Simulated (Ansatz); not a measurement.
Ansatz results at the PBE0-D4/def2-TZVP geometry: HOMO energy (PBE0/def2-TZVPP) -8.00 eV; HOMO energy (PBE/def2-TZVPP) -6.93 eV; HOMO energy (ωB97M-V/def2-TZVPP) -9.98 eV.

Which molecule gave them?
A. `[Cl][Ti]([Cl])([I])[I]`
B. `C[O][Ti]([NH2])([NH2])[NH2]`
C. `C[Se][Ti]([F])([N](C)C)[N](C)C`
D. `[OH][Ti]([OH])([F])[F]`

A. The others give `[OH][Ti]([OH])([F])[F]`: -9.94, -8.18, -12.39; `C[Se][Ti]([F])([N](C)C)[N](C)C`: -6.05, -4.94, -8.17; `C[O][Ti]([NH2])([NH2])[NH2]`: -6.76, -5.39, -9.13.
